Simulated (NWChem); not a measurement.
The numbers come from NWChem runs, not from measurements. System: H$_{3}$BS$_{2}$, charge 1, spin multiplicity 2, at the geometry of a parent with another charge or spin, in a state set for the comparison that need not be this species' ground state. Its SCF solution wasn't tested for a lower state. Level: UB3LYP/6-31+G* (spherical d), VWN1-RPA local correlation.

Job file:

```
start mol
memory heap 200 mb stack 900 mb global 1100 mb
charge 1
geometry units angstroms nocenter noautoz
  B      0.000000     0.000000     0.696570
  H      0.000000     0.000000     1.899718
  S     -1.541399     0.000000    -0.221539
  H     -2.356499     0.000000     0.853338
  S      1.541399     0.000000    -0.221539
  H      2.356499     0.000000     0.853338
  symmetry group C2v
end
basis spherical
  * library 6-31+g*
end
dft
  xc b3lyp
  odft
  mult 2
  semidirect memsize 60000000 filesize 0
  iterations 100
end
task dft energy
```

Part of the output:

```
             Northwest Computational Chemistry Package (NWChem) 7.3.0
             --------------------------------------------------------

                                NWChem Input Module
                                -------------------

 Scaling coordinates for geometry "geometry" by  1.889725989
 (inverse scale =  0.529177249)

 Turning off AUTOSYM since
 SYMMETRY directive was detected!

                             Geometry "geometry" -> ""
                             -------------------------

 Output coordinates in angstroms (scale by  1.889725989 to convert to a.u.)

  No.       Tag          Charge          X              Y              Z
 ---- ---------------- ---------- -------------- -------------- --------------
    1 B                    5.0000     0.00000000     0.00000000     0.69657000
    2 H                    1.0000     0.00000000     0.00000000     1.89971800
    3 S                   16.0000    -1.54139900     0.00000000    -0.22153900
    4 H                    1.0000    -2.35649900     0.00000000     0.85333800
    5 S                   16.0000     1.54139900     0.00000000    -0.22153900
    6 H                    1.0000     2.35649900     0.00000000     0.85333800

 Effective nuclear repulsion energy (a.u.)     119.2974393933

            Nuclear Dipole moment (a.u.)
            ----------------------------
        X                 Y               Z
 ---------------- ---------------- ----------------
    -0.0000000000     0.0000000000    -0.0000075589

      Symmetry information
      --------------------

 Group name             C2v
 Group number             16
 Group order               4
 No. of unique centers     4

      Symmetry unique atoms

     1    2    3    4


 Summary of "ao basis" -> "" (spherical)
 ------------------------------------------------------------------------------
       Tag                 Description            Shells   Functions and Types
 ---------------- ------------------------------  ------  ---------------------
 *                          6-31+g*                   on all atoms

                                 NWChem DFT Module
                                 -----------------

 Summary of "ao basis" -> "ao basis" (spherical)
 ------------------------------------------------------------------------------
       Tag                 Description            Shells   Functions and Types
 ---------------- ------------------------------  ------  ---------------------
 B                          6-31+g*                  8       18   4s3p1d
 H                          6-31+g*                  2        2   2s
 S                          6-31+g*                 10       22   5s4p1d

 Summary of "ao basis" -> "ao basis" (spherical)
 ------------------------------------------------------------------------------
       Tag                 Description            Shells   Functions and Types
 ---------------- ------------------------------  ------  ---------------------
 B                          6-31+g*                  8       18   4s3p1d
 H                          6-31+g*                  2        2   2s
 S                          6-31+g*                 10       22   5s4p1d

      Symmetry analysis of basis
      --------------------------

        a1         29
        a2          7
        b1         22
        b2         10

            General Information
            -------------------
          SCF calculation type: DFT
          Wavefunction type:  spin polarized.
          No. of atoms     :     6
[...]
    51      0.245961  5 S  px                30     -0.199798  3 S  s
    54      0.199798  5 S  s                 26     -0.164912  3 S  s
    50      0.164912  5 S  s                  7     -0.151168  1 B  px

 Vector   18  Occ=1.000000D+00  E=-5.441330D-01  Symmetry=a1
              MO Center= -6.8D-15,  8.3D-15,  3.8D-01, r^2= 3.7D+00
   Bfn.  Coefficient  Atom+Function         Bfn.  Coefficient  Atom+Function
  ----- ------------  ---------------      ----- ------------  ---------------
    29     -0.355128  3 S  pz                53     -0.355128  5 S  pz
     5      0.330030  1 B  pz                19      0.227980  2 H  s
    20      0.213250  2 H  s                 27     -0.145291  3 S  px
    51      0.145291  5 S  px                25      0.133106  3 S  pz
    49      0.133106  5 S  pz                30      0.123337  3 S  s

 Vector   19  Occ=1.000000D+00  E=-5.321114D-01  Symmetry=b2
              MO Center=  2.4D-14, -8.9D-15,  3.0D-02, r^2= 3.1D+00
   Bfn.  Coefficient  Atom+Function         Bfn.  Coefficient  Atom+Function
  ----- ------------  ---------------      ----- ------------  ---------------
    28      0.426456  3 S  py                52      0.426456  5 S  py
     4      0.264937  1 B  py                32      0.190308  3 S  py
    56      0.190308  5 S  py                 8      0.165004  1 B  py
    24     -0.162402  3 S  py                48     -0.162402  5 S  py
    38      0.026240  3 S  d -2              62     -0.026240  5 S  d -2

 Vector   20  Occ=0.000000D+00  E=-4.390477D-01  Symmetry=a2
              MO Center= -2.5D-14, -4.3D-17, -2.0D-01, r^2= 3.8D+00
   Bfn.  Coefficient  Atom+Function         Bfn.  Coefficient  Atom+Function
  ----- ------------  ---------------      ----- ------------  ---------------
    28      0.523183  3 S  py                52     -0.523183  5 S  py
    32      0.282552  3 S  py                56     -0.282552  5 S  py
    24     -0.196048  3 S  py                48      0.196048  5 S  py
    14     -0.030713  1 B  d -2

 Vector   21  Occ=0.000000D+00  E=-2.548982D-01  Symmetry=b2
              MO Center=  7.8D-16,  3.2D-16,  4.1D-01, r^2= 3.1D+00
   Bfn.  Coefficient  Atom+Function         Bfn.  Coefficient  Atom+Function
  ----- ------------  ---------------      ----- ------------  ---------------
     8      0.603757  1 B  py                 4      0.507726  1 B  py
    28     -0.306116  3 S  py                52     -0.306116  5 S  py
    32     -0.283663  3 S  py                56     -0.283663  5 S  py
    12      0.215553  1 B  py                36     -0.115904  3 S  py
    60     -0.115904  5 S  py                24      0.109286  3 S  py

 Vector   22  Occ=0.000000D+00  E=-2.191194D-01  Symmetry=a1
              MO Center=  9.5D-14,  1.8D-15,  3.7D-01, r^2= 6.4D+00
   Bfn.  Coefficient  Atom+Function         Bfn.  Coefficient  Atom+Function
  ----- ------------  ---------------      ----- ------------  ---------------
    44      0.740622  4 H  s                 68      0.740622  6 H  s
     6     -0.512766  1 B  s                 34      0.478747  3 S  s
    58      0.478747  5 S  s                 30     -0.458885  3 S  s
    54     -0.458885  5 S  s                 31      0.400831  3 S  px
    55     -0.400831  5 S  px                33     -0.293753  3 S  pz

   alpha - beta orbital overlaps
   -----------------------------

   alpha      1      2      3      4      5      6      7      8      9     10
    beta      1      2      3      4      5     10     11      6      7      8
 overlap   1.000  1.000  1.000  1.000  1.000  1.000  1.000  1.000  1.000  1.000

   alpha     11     12     13     14     15     16     17     18     19     20
    beta      9     12     13     14     15     16     17     19     18     20
 overlap   1.000  0.999  0.999  1.000  0.999  0.999  0.999  0.992  0.999  0.999

   alpha     21     22     23     24     25     26     27     28     29     30
    beta     21     22     23     24     25     26     27     28     29     31
 overlap   0.992  0.999  0.999  0.996  0.999  0.992  0.996  0.998  0.998  0.999

   alpha     31     32     33     34     35     36     37     38     39     40
    beta     30     32     33     34     35     36     37     38     39     40
 overlap   0.987  0.923  0.997  0.936  0.998  0.998  0.999  0.998  1.000  1.000

   alpha     41     42     43     44     45     46     47     48     49     50
    beta     41     42     43     44     45     46     47     48     49     50
 overlap   0.998  0.925  0.999  1.000  0.999  0.924  1.000  1.000  0.999  1.000

   alpha     51     52     53     54     55     56     57     58     59     60
    beta     51     53     52     54     55     56     57     58     59     60
 overlap   0.999  1.000  0.998  0.997  0.998  0.999  0.992  0.993  0.993  0.999

   alpha     61     62     63     64     65     66     67     68
    beta     61     62     63     64     65     66     67     68
 overlap   0.997  0.998  1.000  1.000  1.000  1.000  1.000  1.000

     --------------------------
     Expectation value of S2:
     --------------------------
      <S2> =      0.7685 (Exact =     0.7500)

 center of mass
 --------------
 x =   0.00000000 y =   0.00000000 z =  -0.06937714

 moments of inertia (a.u.)
 ------------------
          48.137979944599           0.000000000000          -0.000000000000
           0.000000000000         630.645200468502           0.000000000000
          -0.000000000000           0.000000000000         582.507220523902

     Multipole analysis of the density
     ---------------------------------

     L   x y z        total         alpha         beta         nuclear
     -   - - -        -----         -----         ----         -------
     0   0 0 0      1.000000    -20.000000    -19.000000     40.000000

     1   1 0 0     -0.000000     -0.000000      0.000000     -0.000000
     1   0 1 0     -0.000000     -0.000000     -0.000000      0.000000
     1   0 0 1      0.700042      0.635847      0.064203     -0.000008

     2   2 0 0     -9.022258   -165.309720   -154.878381    311.165843
     2   1 1 0     -0.000000     -0.000000     -0.000000      0.000000
     2   1 0 1     -0.000000     -0.000000     -0.000000     -0.000000
     2   0 2 0    -22.348415    -12.492759     -9.855656      0.000000
     2   0 1 1     -0.000000      0.000000     -0.000000      0.000000
     2   0 0 2    -21.129619    -27.109230    -26.380994     32.360605

 Task  times  cpu:        0.9s     wall:        0.9s

 Total times  cpu:        0.9s     wall:        0.9s
```
